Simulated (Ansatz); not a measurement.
`C[N](C)[InH][OH]` + `[SH][Al]([Br])[Br]` → `[OH][InH][Br]` + `C[N](C)[Al]([SH])[Br]`  (redistribution)

Calculated with Ansatz (gas phase, PBE0-D4/def2-TZVP geometries, no zero-point term in ΔE). CBS: MP2 limit from def2 TZ/QZ plus the TZ coupled-cluster correction, frozen cores. Elements past krypton have def2 core potentials. For Br, In outer-core shells are correlated without core-valence functions, which leaves a few kJ/mol of doubt a bond. Scalar relativity is left out up to krypton. Each species was taken in one conformer, which may not be the lowest.

`C[N](C)[InH][OH]`:

Z-matrix (Å, degrees):
```
C
N 1 1.440
H 1 1.092 2 110.8
H 1 1.101 2 111.5 3 120.2
H 1 1.101 2 111.5 3 -120.2
C 2 1.437 1 113.4 3 180.0
In 2 1.999 1 121.7 3 0.0
H 6 1.102 2 111.8 1 -59.8
H 6 1.102 2 111.8 1 59.8
H 6 1.093 2 111.3 1 -180.0
O 7 1.992 2 106.0 1 -0.1
H 7 1.698 2 129.1 1 -179.9
H 11 0.959 7 113.8 2 -179.8
```

`[SH][Al]([Br])[Br]`:

Cartesian coordinates in Å:
```
S -0.893 0.316 1.472
Al 0.181 -0.385 -0.265
Br 0.477 -2.584 -0.529
Br 0.988 1.052 -1.781
H -0.753 1.602 1.103
```

`[OH][InH][Br]`:

```xyz
5

O     0.551    0.501    1.275
In   -0.171   -0.183   -0.429
Br   -2.091    1.185   -1.109
H     1.307    0.002    1.593
H     0.404   -1.505   -1.330
```

`C[N](C)[Al]([SH])[Br]`:

Cartesian coordinates in Å:
```
C -0.497 0.982 1.305
N 0.028 0.096 0.294
C 1.133 -0.702 0.772
Al -0.581 -0.031 -1.351
S 0.337 -1.429 -2.743
Br -2.313 1.251 -2.015
H 0.272 1.681 1.662
H -1.329 1.570 0.914
H -0.861 0.422 2.177
H 1.513 -1.362 -0.012
H 1.968 -0.071 1.107
H 0.835 -1.332 1.621
H -0.505 -1.076 -3.729
```

```csv
species,HF/def2-QZVPP energy (Eh)
`C[N](C)[InH][OH]`,-399.00237
`[SH][Al]([Br])[Br]`,-5785.20281
`[OH][InH][Br]`,-2837.81183
`C[N](C)[Al]([SH])[Br]`,-3346.42306
```

Task: Work out ΔE.

Result: ΔE = (-2837.81183) + (-3346.42306) − (-399.00237) − (-5785.20281) = -0.02971 Eh = -18.6 kcal/mol. CCSD(T)/CBS gives -12.9 kcal/mol.

Largest T1 diagnostic among the species: 0.016.

From PBE to PBE0 (25 % exact exchange), in def2-TZVPP and without D4, ΔE moves by −1.2 kcal/mol. In def2-TZVPP, CCSD(T) changes the Hartree–Fock value by +4.9 kcal/mol (the triples alone add +0.6 kcal/mol) and MP2 by +5.6 kcal/mol.
